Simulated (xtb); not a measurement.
Species: C26H32 nanodot `C1C2CC34CC5CC67CC8CC1(C36)C1C3(C2)CC2CC1(C8)C7C(C5)(C2)C43` (charge 0, multiplicity 1).

Method: GFN2-xTB (xtb).

```
xtb start.xyz --ohess tight --gfn 2 --chrg 0 --uhf 0 --iterations 400

# start.xyz
58

C     -2.677500    -0.892500     0.892500
C     -1.785000    -1.785000     1.785000
C     -0.892500    -2.677500     0.892500
C      0.000000    -1.785000     0.000000
C      0.892500    -2.677500    -0.892500
C      1.785000    -1.785000    -1.785000
C      0.892500    -0.892500    -2.677500
C      0.000000     0.000000    -1.785000
C     -0.892500     0.892500    -2.677500
C     -1.785000     1.785000    -1.785000
C     -2.677500     0.892500    -0.892500
C     -1.785000     0.000000     0.000000
C     -0.892500    -0.892500    -0.892500
C     -0.892500     0.892500     0.892500
C      0.000000     0.000000     1.785000
C     -0.892500    -0.892500     2.677500
C      0.892500     0.892500     2.677500
C      1.785000     1.785000     1.785000
C      0.892500     2.677500     0.892500
C      0.000000     1.785000     0.000000
C     -0.892500     2.677500    -0.892500
C      0.892500     0.892500    -0.892500
C      1.785000     0.000000     0.000000
C      2.677500    -0.892500    -0.892500
C      2.677500     0.892500     0.892500
C      0.892500    -0.892500     0.892500
H     -3.318400    -1.533400     0.251600
H     -3.318400    -0.251600     1.533400
H     -2.425900    -2.425900     2.425900
H     -1.533400    -3.318400     0.251600
H     -0.251600    -3.318400     1.533400
H      0.251600    -3.318400    -1.533400
H      1.533400    -3.318400    -0.251600
H      2.425900    -2.425900    -2.425900
H      0.251600    -1.533400    -3.318400
H      1.533400    -0.251600    -3.318400
H     -1.533400     0.251600    -3.318400
H     -0.251600     1.533400    -3.318400
H     -2.425900     2.425900    -2.425900
H     -3.318400     0.251600    -1.533400
H     -3.318400     1.533400    -0.251600
H     -1.533400    -1.533400    -1.533400
H     -1.533400     1.533400     1.533400
H     -1.533400    -0.251600     3.318400
H     -0.251600    -1.533400     3.318400
H      0.251600     1.533400     3.318400
H      1.533400     0.251600     3.318400
H      2.425900     2.425900     2.425900
H      0.251600     3.318400     1.533400
H      1.533400     3.318400     0.251600
H     -1.533400     3.318400    -0.251600
H     -0.251600     3.318400    -1.533400
H      1.533400     1.533400    -1.533400
H      3.318400    -1.533400    -0.251600
H      3.318400    -0.251600    -1.533400
H      3.318400     0.251600     1.533400
H      3.318400     1.533400     0.251600
H      1.533400    -1.533400     1.533400
```

Output:

```
[...]
     9   6 C       37   1 H                                       1.0931026
     9   6 C       38   1 H                                       1.0931026
    10   6 C       39   1 H                                       1.0964292
    11   6 C       40   1 H                                       1.0931026
    11   6 C       41   1 H                                       1.0931026
    13   6 C       42   1 H                                       1.0974891
    14   6 C       43   1 H                                       1.0974891
    16   6 C       44   1 H                                       1.0931026
    16   6 C       45   1 H                                       1.0931026
    17   6 C       46   1 H                                       1.0931026
    17   6 C       47   1 H                                       1.0931026
    18   6 C       48   1 H                                       1.0964292
    19   6 C       49   1 H                                       1.0931026
    19   6 C       50   1 H                                       1.0931026
    21   6 C       51   1 H                                       1.0931026
    21   6 C       52   1 H                                       1.0931026
    22   6 C       53   1 H                                       1.0974891
    24   6 C       54   1 H                                       1.0931026
    24   6 C       55   1 H                                       1.0931026
    25   6 C       56   1 H                                       1.0931026
    25   6 C       57   1 H                                       1.0931026
    26   6 C       58   1 H                                       1.0974891

 * 2 distinct bonds (by element types)

   Z      Z             #   av. dist./Å        max./Å        min./Å
   1 H    6 C          32     1.0940667     1.0974891     1.0931026
   6 C    6 C          36     1.5296836     1.5323921     1.5261977

           -------------------------------------------------
          |               Frequency Printout                |
           -------------------------------------------------
 projected vibrational frequencies (cm⁻¹)
eigval :       -0.00    -0.00    -0.00    -0.00    -0.00     0.00
eigval :      227.26   227.26   227.26   240.31   291.53   291.53
eigval :      344.18   344.18   344.18   367.38   367.38   367.38
eigval :      373.43   373.43   408.80   408.80   408.80   468.36
eigval :      468.36   468.36   469.69   469.69   489.62   489.62
eigval :      489.62   553.92   577.85   577.85   577.85   585.69
eigval :      585.69   585.69   755.49   767.35   767.35   767.35
eigval :      875.31   875.31   875.31   888.70   888.70   891.77
eigval :      891.77   891.77   898.72   905.00   905.00   905.00
eigval :      924.60   958.52   966.72   966.72   966.72   988.41
eigval :      988.41   988.69   988.69   988.69  1054.61  1054.61
eigval :     1054.61  1064.84  1064.84  1064.84  1072.09  1072.09
eigval :     1097.89  1097.89  1097.89  1112.36  1112.36  1112.36
eigval :     1113.81  1113.81  1124.66  1124.66  1124.66  1130.68
eigval :     1156.60  1156.60  1156.60  1175.12  1175.12  1175.12
eigval :     1197.81  1197.81  1197.81  1199.39  1199.39  1228.65
eigval :     1241.94  1241.94  1241.94  1289.38  1289.38  1289.38
eigval :     1296.35  1296.35  1296.35  1305.89  1305.89  1315.54
eigval :     1315.54  1315.54  1321.10  1321.10  1321.10  1343.33
eigval :     1343.33  1345.49  1345.49  1345.49  1346.41  1346.41
eigval :     1346.41  1352.87  1352.87  1352.87  1357.65  1357.65
eigval :     1357.65  1357.73  1366.14  1366.14  1485.15  1485.15
eigval :     1485.15  1489.25  1489.25  1489.25  1492.91  1492.91
eigval :     1505.54  1505.54  1505.54  1509.18  2897.08  2897.08
eigval :     2897.08  2897.78  2909.76  2909.76  2909.76  2910.68
eigval :     2945.41  2946.45  2946.45  2946.45  2950.34  2950.34
eigval :     2951.35  2951.35  2951.35  2956.77  2956.77  2956.77
eigval :     2962.70  2962.70  2962.70  2964.70  2964.70  2964.70
eigval :     2969.88  2969.88  2970.79  2970.79  2970.79  2972.65
 reduced masses (amu)
   1: 10.59   2: 10.35   3: 10.69   4: 10.74   5: 10.29   6: 10.70   7:  8.08   8:  8.08
   9:  8.08  10:  7.22  11:  9.31  12:  9.31  13:  9.12  14:  9.12  15:  9.12  16:  7.46
  17:  7.46  18:  7.46  19: 10.12  20: 10.12  21:  8.53  22:  8.53  23:  8.53  24:  8.75
  25:  8.75  26:  8.75  27:  7.29  28:  7.29  29:  9.61  30:  9.61  31:  9.61  32: 10.68
  33: 10.34  34: 10.34  35: 10.34  36:  8.88  37:  8.88  38:  8.88  39: 11.09  40: 10.90
  41: 10.90  42: 10.90  43:  9.29  44:  9.29  45:  9.29  46:  8.53  47:  8.53  48:  8.26
  49:  8.26  50:  8.26  51:  4.73  52:  5.21  53:  5.21  54:  5.21  55:  8.97  56: 10.81
  57:  7.34  58:  7.34  59:  7.34  60:  7.60  61:  7.60  62:  8.16  63:  8.16  64:  8.16
  65:  6.72  66:  6.72  67:  6.72  68:  6.27  69:  6.27  70:  6.27  71:  5.54  72:  5.54
  73:  4.65  74:  4.65  75:  4.65  76:  5.88  77:  5.88  78:  5.88  79:  5.78  80:  5.78
  81:  6.13  82:  6.13  83:  6.13  84:  1.08  85:  7.11  86:  7.11  87:  7.11  88:  1.32
  89:  1.32  90:  1.32  91:  6.98  92:  6.98  93:  6.98  94:  2.33  95:  2.33  96: 11.64
  97:  6.16  98:  6.16  99:  6.16 100:  7.86 101:  7.86 102:  7.86 103:  8.50 104:  8.50
 105:  8.50 106:  7.03 107:  7.03 108:  7.48 109:  7.48 110:  7.48 111:  5.74 112:  5.74
 113:  5.74 114:  4.48 115:  4.48 116:  5.71 117:  5.71 118:  5.71 119:  5.09 120:  5.09
 121:  5.09 122:  6.24 123:  6.24 124:  6.24 125:  5.70 126:  5.70 127:  5.70 128:  4.99
 129:  6.69 130:  6.69 131:  2.01 132:  2.01 133:  2.01 134:  1.98 135:  1.98 136:  1.98
 137:  1.97 138:  1.97 139:  1.95 140:  1.95 141:  1.95 142:  1.93 143:  1.76 144:  1.76
 145:  1.76 146:  1.73 147:  1.75 148:  1.75 149:  1.75 150:  1.75 151:  2.00 152:  2.00
 153:  2.00 154:  2.00 155:  1.97 156:  1.97 157:  1.97 158:  1.97 159:  1.97 160:  1.93
 161:  1.93 162:  1.93 163:  1.49 164:  1.49 165:  1.49 166:  1.50 167:  1.50 168:  1.50
 169:  1.48 170:  1.48 171:  1.50 172:  1.50 173:  1.50 174:  1.49
 IR intensities (km·mol⁻¹)
   1:  0.00   2:  0.00   3:  0.00   4:  0.00   5:  0.00   6:  0.00   7:  0.00   8:  0.00
   9:  0.00  10:  0.00  11:  0.00  12:  0.00  13:  0.07  14:  0.07  15:  0.07  16:  0.00
  17:  0.00  18:  0.00  19:  0.00  20:  0.00  21:  0.05  22:  0.05  23:  0.05  24:  0.00
  25:  0.00  26:  0.00  27:  0.00  28:  0.00  29:  0.05  30:  0.05  31:  0.05  32:  0.00
  33:  0.15  34:  0.15  35:  0.15  36:  0.00  37:  0.00  38:  0.00  39:  0.00  40:  1.52
  41:  1.52  42:  1.52  43:  0.02  44:  0.02  45:  0.02  46:  0.00  47:  0.00  48:  1.99
  49:  1.99  50:  1.99  51:  0.00  52:  0.00  53:  0.00  54:  0.00  55:  0.00  56:  0.00
  57:  0.00  58:  0.00  59:  0.00  60:  0.00  61:  0.00  62:  1.28  63:  1.28  64:  1.28
  65:  0.01  66:  0.01  67:  0.01  68:  0.00  69:  0.00  70:  0.00  71:  0.00  72:  0.00
Molecule has the following symmetry elements: 4*(C3) 3*(C2) 3*(S4) 6*(sigma)
It seems to be the Td point group
  73:  0.00  74:  0.00  75:  0.00  76:  1.55  77:  1.55  78:  1.55  79:  0.00  80:  0.00
  81:  0.00  82:  0.00  83:  0.00  84:  0.00  85:  0.10  86:  0.10  87:  0.10  88:  0.00
  89:  0.00  90:  0.00  91:  1.10  92:  1.10  93:  1.10  94:  0.00  95:  0.00  96:  0.00
  97:  0.00  98:  0.00  99:  0.00 100:  9.93 101:  9.93 102:  9.93 103:  0.00 104:  0.00
 105:  0.00 106:  0.00 107:  0.00 108:  2.91 109:  2.91 110:  2.91 111:  0.00 112:  0.00
 113:  0.00 114:  0.00 115:  0.00 116:  3.64 117:  3.64 118:  3.64 119:  0.00 120:  0.00
 121:  0.00 122:  0.00 123:  0.00 124:  0.00 125:  0.98 126:  0.98 127:  0.98 128:  0.00
 129:  0.00 130:  0.00 131:  0.00 132:  0.00 133:  0.00 134:  0.91 135:  0.91 136:  0.91
 137:  0.00 138:  0.00 139:  0.83 140:  0.83 141:  0.83 142:  0.00 143: 69.56 144: 69.56
 145: 69.56 146:  0.00 147:107.62 148:107.62 149:107.62 150:  0.00 151:  0.00 152:  0.00
 153:  0.00 154:  0.00 155:  0.00 156:  0.00 157:  0.00 158:  0.00 159:  0.00 160:136.49
 161:136.49 162:136.49 163:  0.00 164:  0.00 165:  0.00 166:  0.36 167:  0.36 168:  0.36
 169:  0.00 170:  0.00 171:412.05 172:412.05 173:412.05 174:  0.00
 Raman intensities (Ä⁴*amu⁻¹)
   1:  0.00   2:  0.00   3:  0.00   4:  0.00   5:  0.00   6:  0.00   7:  0.00   8:  0.00
   9:  0.00  10:  0.00  11:  0.00  12:  0.00  13:  0.00  14:  0.00  15:  0.00  16:  0.00
  17:  0.00  18:  0.00  19:  0.00  20:  0.00  21:  0.00  22:  0.00  23:  0.00  24:  0.00
  25:  0.00  26:  0.00  27:  0.00  28:  0.00  29:  0.00  30:  0.00  31:  0.00  32:  0.00
  33:  0.00  34:  0.00  35:  0.00  36:  0.00  37:  0.00  38:  0.00  39:  0.00  40:  0.00
  41:  0.00  42:  0.00  43:  0.00  44:  0.00  45:  0.00  46:  0.00  47:  0.00  48:  0.00
  49:  0.00  50:  0.00  51:  0.00  52:  0.00  53:  0.00  54:  0.00  55:  0.00  56:  0.00
  57:  0.00  58:  0.00  59:  0.00  60:  0.00  61:  0.00  62:  0.00  63:  0.00  64:  0.00
  65:  0.00  66:  0.00  67:  0.00  68:  0.00  69:  0.00  70:  0.00  71:  0.00  72:  0.00
  73:  0.00  74:  0.00  75:  0.00  76:  0.00  77:  0.00  78:  0.00  79:  0.00  80:  0.00
  81:  0.00  82:  0.00  83:  0.00  84:  0.00  85:  0.00  86:  0.00  87:  0.00  88:  0.00
  89:  0.00  90:  0.00  91:  0.00  92:  0.00  93:  0.00  94:  0.00  95:  0.00  96:  0.00
  97:  0.00  98:  0.00  99:  0.00 100:  0.00 101:  0.00 102:  0.00 103:  0.00 104:  0.00
 105:  0.00 106:  0.00 107:  0.00 108:  0.00 109:  0.00 110:  0.00 111:  0.00 112:  0.00
 113:  0.00 114:  0.00 115:  0.00 116:  0.00 117:  0.00 118:  0.00 119:  0.00 120:  0.00
 121:  0.00 122:  0.00 123:  0.00 124:  0.00 125:  0.00 126:  0.00 127:  0.00 128:  0.00
 129:  0.00 130:  0.00 131:  0.00 132:  0.00 133:  0.00 134:  0.00 135:  0.00 136:  0.00
 137:  0.00 138:  0.00 139:  0.00 140:  0.00 141:  0.00 142:  0.00 143:  0.00 144:  0.00
 145:  0.00 146:  0.00 147:  0.00 148:  0.00 149:  0.00 150:  0.00 151:  0.00 152:  0.00
 153:  0.00 154:  0.00 155:  0.00 156:  0.00 157:  0.00 158:  0.00 159:  0.00 160:  0.00
 161:  0.00 162:  0.00 163:  0.00 164:  0.00 165:  0.00 166:  0.00 167:  0.00 168:  0.00
 169:  0.00 170:  0.00 171:  0.00 172:  0.00 173:  0.00 174:  0.00
 output can be read by thermo (or use thermo option).
 writing <g98.out> molden fake output.
 recommended (thermochemical) frequency scaling factor: 1.0
           -------------------------------------------------
          |             Thermodynamic Functions             |
           -------------------------------------------------

td  symmetry found (for desy threshold:  0.10E+00) used in thermo

          ...................................................
          :                      SETUP                      :
          :.................................................:
          :  # frequencies                         168      :
          :  # imaginary freq.                       0      :
          :  linear?                             false      :
          :  only rotor calc.                    false      :
          :  symmetry                               td      :
          :  rotational number                      12      :
          :  scaling factor                  1.0000000      :
          :  rotor cutoff                   50.0000000 cm⁻¹ :
          :  imag. cutoff                  -20.0000000 cm⁻¹ :
          :.................................................:

    mode    ω/cm⁻¹     T·S(HO)/kcal·mol⁻¹    T·S(FR)/kcal·mol⁻¹   T·S(vib)
   ------------------------------------------------------------------------
       1    227.26    -0.56663 ( 99.77%)    -0.60800 (  0.23%)    -0.56672
       2    227.26    -0.56663 ( 99.77%)    -0.60800 (  0.23%)    -0.56672
       3    227.26    -0.56663 ( 99.77%)    -0.60800 (  0.23%)    -0.56672
       4    240.31    -0.53683 ( 99.81%)    -0.59146 (  0.19%)    -0.53694
       5    291.53    -0.43681 ( 99.91%)    -0.53423 (  0.09%)    -0.43690
       6    291.53    -0.43681 ( 99.91%)    -0.53423 (  0.09%)    -0.43690
   ------------------------------------------------------------------------

   temp. (K)  partition function   enthalpy   heat capacity  entropy
                                   cal/mol     cal/K/mol   cal/K/mol   J/K/mol
 298.15  VIB   410.                 7749.384     72.319     37.954
         ROT  0.419E+06              888.752      2.981     28.708
         INT  0.172E+09             8638.136     75.300     66.662
         TR   0.619E+28             1481.254      4.968     43.386
         TOT                       10119.3903    80.2684   110.0480   460.4410

       T/K    H(0)-H(T)+PV         H(T)/Eh          T*S/Eh         G(T)/Eh
   ------------------------------------------------------------------------
    298.15    0.161263E-01    0.540555E+00    0.522874E-01    0.488268E+00
   ------------------------------------------------------------------------

         :::::::::::::::::::::::::::::::::::::::::::::::::::::
         ::                  THERMODYNAMIC                  ::
         :::::::::::::::::::::::::::::::::::::::::::::::::::::
         :: total free energy         -71.777716611760 Eh   ::
         ::.................................................::
         :: total energy              -72.265984502124 Eh   ::
         :: zero point energy           0.524428987690 Eh   ::
         :: G(RRHO) w/o ZPVE           -0.036161097325 Eh   ::
         :: G(RRHO) contrib.            0.488267890365 Eh   ::
         :::::::::::::::::::::::::::::::::::::::::::::::::::::

optimized geometry written to: xtbopt.xyz

           -------------------------------------------------
          | TOTAL ENERGY              -72.265984502124 Eh   |
          | TOTAL ENTHALPY            -71.725429239498 Eh   |
          | TOTAL FREE ENERGY         -71.777716611760 Eh   |
          | GRADIENT NORM               0.000583756683 Eh/α |
          | HOMO-LUMO GAP              10.800042778101 eV   |
           -------------------------------------------------

------------------------------------------------------------------------
```

Cost: about 18 core-seconds (a rough figure).
